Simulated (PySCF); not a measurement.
PySCF input for F4H4O2Si, SMILES O->[Si](<-O)(F)(F)(F)F (connectivity only; charge and spin as stated), neutral, multiplicity 1, PBE0-D3(BJ)/def2-SVP. The structure is a stationary point at PBE0-D3(BJ)/def2-SVP. Other conformers were not sampled.

```python
import numpy as np
from pyscf import gto, scf, dft, df
from pyscf.hessian import thermo

mol = gto.M(
    atom='''
    Si    0.00000000    0.00000000   -0.23472224
    F    -0.05857836    1.62399546    0.08481024
    F     0.05857836   -1.62399546    0.08481022
    F    -1.26909976   -0.05058860   -1.26153879
    F     1.26909976    0.05058860   -1.26153879
    O    -1.35104688   -0.03445239    1.25421770
    H    -2.01322245   -0.68986276    0.99166032
    H    -1.77502442    0.83540281    1.20821079
    O     1.35104688    0.03445237    1.25421770
    H     2.01322246    0.68986275    0.99166032
    H     1.77502442   -0.83540281    1.20821078
    ''',
    basis='def2-SVP',
    charge=0,
    spin=0,
    max_memory=1600,
    verbose=3,
)
mf = dft.RKS(mol, xc='pbe0').density_fit(auxbasis='def2-universal-jkfit')
mf.disp = 'd3bj'
mf.grids.level = 3
mf.conv_tol = 1e-11
mf.max_cycle = 100
mf.kernel()

# [left out here: the lines that compute and print the analytic Hessian (its translational invariance restored by hand, since the grid's response is missing), thermochemistry and intensities]
```

It prints:

```
converged SCF energy = -840.805529555666

WARN: DFTD3 does not support analytical Hessian, using finite difference


WARN: Mole.unit (angstrom) is changed to Bohr

Mode                                 0                   1                   2
Irrep
Freq [cm^-1]                       59.5168            149.4504            188.6780
Reduced mass [au]                   1.1325              1.3449              5.6108
Force const [Dyne/A]                0.0024              0.0177              0.1177
Char temp [K]                      85.6314            215.0259            271.4657
Normal mode                   x     y     z       x     y     z       x     y     z
       0  Si                 0.00 -0.00 -0.00    0.01 -0.03  0.00   -0.00  0.00  0.02
       1   F                -0.03  0.00 -0.02    0.04 -0.02  0.02   -0.01 -0.01  0.08
       2   F                 0.03 -0.00 -0.02    0.04 -0.02 -0.02    0.01  0.01  0.08
       3   F                -0.01 -0.03  0.01   -0.02 -0.00  0.03    0.03 -0.02 -0.02
       4   F                 0.01  0.03  0.01   -0.02 -0.00 -0.03   -0.03  0.02 -0.02
       5   O                 0.01  0.01  0.01   -0.04  0.02 -0.02   -0.11  0.01 -0.06
       6   H                -0.23  0.35 -0.21   -0.25  0.33 -0.27   -0.13  0.07 -0.17
       7   H                 0.35  0.19  0.24    0.27  0.18  0.13   -0.05  0.05 -0.08
       8   O                -0.01 -0.01  0.01   -0.04  0.02  0.02    0.11 -0.01 -0.06
       9   H                 0.23 -0.35 -0.21   -0.25  0.33  0.27    0.13 -0.07 -0.17
      10   H                -0.35 -0.19  0.24    0.27  0.18 -0.13    0.05 -0.05 -0.08
Mode                                 3                   4                   5
Irrep
Freq [cm^-1]                      219.8556            240.2851            284.1131
Reduced mass [au]                   3.2873              4.9086              5.9433
Force const [Dyne/A]                0.0936              0.1670              0.2827
Char temp [K]                     316.3232            345.7168            408.7755
Normal mode                   x     y     z       x     y     z       x     y     z
       0  Si                 0.03  0.02  0.00    0.00 -0.00 -0.00   -0.00 -0.00 -0.03
       1   F                 0.07  0.02 -0.02   -0.01  0.00 -0.01   -0.00 -0.02  0.06
       2   F                 0.07  0.02  0.02    0.01 -0.00 -0.01    0.00  0.02  0.06
       3   F                -0.04 -0.00  0.08    0.00 -0.10  0.00    0.06  0.00 -0.10
       4   F                -0.04 -0.00 -0.08   -0.00  0.10  0.00   -0.06 -0.00 -0.10
       5   O                -0.05 -0.02 -0.06    0.02  0.12  0.01    0.04 -0.00  0.05
       6   H                 0.10 -0.15 -0.11    0.06  0.01  0.19   -0.02  0.01  0.17
       7   H                -0.20 -0.10 -0.20   -0.05  0.08 -0.17    0.07  0.01  0.16
       8   O                -0.05 -0.02  0.06   -0.02 -0.12  0.01   -0.04  0.00  0.05
       9   H                 0.10 -0.15  0.11   -0.06 -0.01  0.19    0.02 -0.01  0.17
      10   H                -0.20 -0.10  0.20    0.05 -0.08 -0.17   -0.07 -0.01  0.16
Mode                                 6                   7                   8
Irrep
Freq [cm^-1]                      319.2401            328.5094            336.8987
Reduced mass [au]                   8.0351              3.1257              7.0615
Force const [Dyne/A]                0.4825              0.1987              0.4722
Char temp [K]                     459.3155            472.6519            484.7223
Normal mode                   x     y     z       x     y     z       x     y     z
       0  Si                -0.06 -0.02  0.00   -0.02  0.04  0.00   -0.00  0.00 -0.07
       1   F                 0.02 -0.02  0.03   -0.01  0.05 -0.06    0.01 -0.04 -0.03
       2   F                 0.02 -0.02 -0.03   -0.01  0.05  0.06   -0.01  0.04 -0.03
       3   F                -0.05  0.00 -0.03   -0.02 -0.01 -0.02   -0.05 -0.01 -0.01
       4   F                -0.05  0.00  0.03   -0.02 -0.01  0.02    0.05  0.01 -0.01
       5   O                 0.08  0.04 -0.11    0.05 -0.09 -0.04   -0.10 -0.00  0.09
       6   H                 0.07 -0.02  0.07    0.01  0.03 -0.24   -0.10 -0.00  0.10
       7   H                 0.07  0.03 -0.14    0.09 -0.05  0.26   -0.12 -0.01  0.10
       8   O                 0.08  0.04  0.11    0.05 -0.09  0.04    0.10  0.00  0.09
       9   H                 0.07 -0.02 -0.07    0.01  0.03  0.24    0.10  0.00  0.10
      10   H                 0.07  0.03  0.14    0.09 -0.05 -0.26    0.12  0.01  0.10
Mode                                 9                  10                  11
Irrep
Freq [cm^-1]                      341.1633            398.5171            406.6544
Reduced mass [au]                   7.7295             10.5417              4.6799
Force const [Dyne/A]                0.5301              0.9864              0.4560
Char temp [K]                     490.8580            573.3773            585.0851
[...]
       7   H                 0.05  0.01  0.00    0.04 -0.00 -0.37   -0.04  0.01  0.35
       8   O                -0.05 -0.00 -0.05    0.01 -0.00 -0.08    0.03  0.00 -0.06
       9   H                -0.01 -0.00  0.03    0.14  0.03  0.37    0.16  0.04  0.40
      10   H                -0.05 -0.01  0.00    0.04 -0.00  0.37    0.04 -0.01  0.35
Mode                                15                  16                  17
Irrep
Freq [cm^-1]                      680.0162            752.8883            769.5513
Reduced mass [au]                   5.2210              1.2101              1.5636
Force const [Dyne/A]                1.4225              0.4041              0.5456
Char temp [K]                     978.3919           1083.2386           1107.2129
Normal mode                   x     y     z       x     y     z       x     y     z
       0  Si                 0.00  0.00  0.03    0.00  0.00 -0.01   -0.00 -0.03 -0.00
       1   F                -0.00 -0.13 -0.03    0.03 -0.01 -0.01   -0.00  0.08 -0.00
       2   F                 0.00  0.13 -0.03   -0.03  0.01 -0.01   -0.00  0.08  0.00
       3   F                 0.03  0.00  0.03    0.02 -0.01  0.02    0.01 -0.01  0.01
       4   F                -0.03 -0.00  0.03   -0.02  0.01  0.02    0.01 -0.01 -0.01
       5   O                 0.01  0.01 -0.05   -0.01 -0.06 -0.00   -0.00 -0.06 -0.00
       6   H                -0.03 -0.02  0.15   -0.23  0.05  0.32   -0.21  0.04  0.29
       7   H                -0.04 -0.01  0.22    0.29  0.07 -0.40    0.26  0.06 -0.34
       8   O                -0.01 -0.01 -0.05    0.01  0.06 -0.00   -0.00 -0.06  0.00
       9   H                 0.03  0.02  0.15    0.23 -0.05  0.32   -0.21  0.04 -0.29
      10   H                 0.04  0.01  0.22   -0.29 -0.07 -0.40    0.26  0.06  0.34
Mode                                18                  19                  20
Irrep
Freq [cm^-1]                      854.9503            932.7962            987.1158
Reduced mass [au]                  13.8932             10.4415              5.0313
Force const [Dyne/A]                5.9832              5.3529              2.8884
Char temp [K]                    1230.0831           1342.0860           1420.2398
Normal mode                   x     y     z       x     y     z       x     y     z
       0  Si                -0.00 -0.00 -0.12    0.14  0.00 -0.00   -0.00  0.14 -0.00
       1   F                -0.00  0.01  0.01   -0.01  0.00  0.00    0.00 -0.08 -0.02
       2   F                 0.00 -0.01  0.01   -0.01  0.00 -0.00    0.00 -0.08  0.02
       3   F                 0.09  0.00  0.08   -0.08 -0.00 -0.06   -0.00 -0.01 -0.00
       4   F                -0.09 -0.00  0.08   -0.08 -0.00  0.06   -0.00 -0.01  0.00
       5   O                 0.00  0.01  0.01   -0.01 -0.00 -0.01   -0.00 -0.02  0.00
       6   H                 0.05  0.00 -0.10   -0.06 -0.00  0.13   -0.12  0.06  0.11
       7   H                -0.04 -0.01  0.01   -0.01 -0.00  0.08    0.15  0.05 -0.16
       8   O                -0.00 -0.01  0.01   -0.01 -0.00  0.01   -0.00 -0.02 -0.00
       9   H                -0.05 -0.00 -0.10   -0.06 -0.00 -0.13   -0.12  0.06 -0.11
      10   H                 0.04  0.01  0.01   -0.01 -0.00 -0.08    0.15  0.05  0.16
Mode                                21                  22                  23
Irrep
Freq [cm^-1]                     1580.6691           1589.5548           3799.6244
Reduced mass [au]                   1.0876              1.0834              1.0451
Force const [Dyne/A]                1.6010              1.6129              8.8896
Char temp [K]                    2274.2308           2287.0155           5466.8135
Normal mode                   x     y     z       x     y     z       x     y     z
       0  Si                -0.00 -0.00  0.00   -0.00  0.00 -0.00   -0.00 -0.00 -0.00
       1   F                -0.00  0.00  0.00   -0.00 -0.00 -0.00    0.00  0.00 -0.00
       2   F                -0.00  0.00 -0.00    0.00  0.00 -0.00    0.00  0.00  0.00
       3   F                 0.00 -0.00  0.00   -0.00  0.00 -0.00    0.00  0.00 -0.00
       4   F                 0.00 -0.00 -0.00    0.00 -0.00 -0.00    0.00  0.00  0.00
       5   O                 0.05 -0.01  0.00   -0.05  0.01 -0.00   -0.03  0.01 -0.01
       6   H                -0.33  0.35 -0.00    0.33 -0.35  0.00    0.30  0.32  0.12
       7   H                -0.41 -0.22 -0.10    0.41  0.22  0.10    0.22 -0.47  0.01
       8   O                 0.05 -0.01 -0.00    0.05 -0.01 -0.00   -0.03  0.01  0.01
       9   H                -0.33  0.35  0.00   -0.33  0.35  0.00    0.30  0.32 -0.12
      10   H                -0.41 -0.22  0.10   -0.41 -0.22  0.10    0.22 -0.47 -0.01
Mode                                24                  25                  26
Irrep
Freq [cm^-1]                     3802.6405           3900.4351           3901.1326
Reduced mass [au]                   1.0454              1.0834              1.0836
Force const [Dyne/A]                8.9062              9.7111              9.7165
Char temp [K]                    5471.1530           5611.8577           5612.8613
Normal mode                   x     y     z       x     y     z       x     y     z
       0  Si                 0.00  0.00 -0.00    0.00  0.00 -0.00    0.00  0.00  0.00
       1   F                 0.00 -0.00  0.00   -0.00  0.00  0.00    0.00 -0.00  0.00
       2   F                -0.00  0.00  0.00    0.00 -0.00  0.00    0.00 -0.00 -0.00
       3   F                 0.00  0.00  0.00    0.00  0.00  0.00   -0.00 -0.00 -0.00
       4   F                -0.00 -0.00  0.00   -0.00 -0.00  0.00   -0.00 -0.00  0.00
       5   O                 0.03 -0.01  0.01    0.01  0.05  0.01   -0.01 -0.05 -0.01
       6   H                -0.30 -0.32 -0.12   -0.35 -0.35 -0.14    0.35  0.35  0.13
       7   H                -0.22  0.47 -0.01    0.20 -0.39  0.02   -0.20  0.40 -0.02
       8   O                -0.03  0.01  0.01   -0.01 -0.05  0.01   -0.01 -0.05  0.01
       9   H                 0.30  0.32 -0.12    0.35  0.35 -0.14    0.35  0.35 -0.13
      10   H                 0.22 -0.47 -0.01   -0.20  0.39  0.02   -0.20  0.40  0.02
temperature 298.1500 [K]
pressure 101325.00 [Pa]
Rotational constants [GHz] 2.29780 2.13266 2.00956
Symmetry number 2
Zero-point energy (ZPE) 0.06509 [Eh]   170893.016 [J/mol]
                           tot       elec      trans        rot        vib
Entropy [J/mol/K]       383.253      0.000    170.386    110.890    101.977
Cv [J/mol/K]            139.819      0.000     12.472     12.472    114.876
Cp [J/mol/K]            148.134      0.000     20.786     12.472    114.876
Internal energy [J/mol]                      3718.434   3718.434 188358.019
Internal energy [Eh]   -840.73096  -840.80553
Enthalpy [J/mol]                             6197.391   3718.434 188358.019
Enthalpy [Eh]          -840.73001
Gibbs free energy [J/mol]                  -44603.233 -29343.555 157953.659
Gibbs free energy [Eh] -840.77353
mode   freq/cm-1   IR/(km/mol)
   1       59.52         0.051
   2      149.45        94.217
   3      188.68        23.468
   4      219.86        14.458
   5      240.29         0.353
   6      284.11        22.238
   7      319.24        36.839
   8      328.51        20.132
   9      336.90        19.834
  10      341.16         1.449
  11      398.52        36.457
  12      406.65       119.239
  13      433.97        32.953
  14      645.38        51.672
  15      667.48       351.736
  16      680.02       179.396
  17      752.89        15.331
  18      769.55         9.276
  19      854.95       311.725
  20      932.80       231.448
  21      987.12       308.160
  22     1580.67       214.656
  23     1589.55         0.565
  24     3799.62       162.814
  25     3802.64         1.025
  26     3900.44         6.292
  27     3901.13       353.020
max |gradient| / (hartree/bohr): 0.00011404523420246833
APT charges: [ 2.6493 -0.6982 -0.6982 -0.6668 -0.6668 -0.6498  0.3438  0.3464 -0.6498
  0.3438  0.3464]
```

The calculation finished and met its thresholds.

Cost: around 2.5 core-minutes (rough).
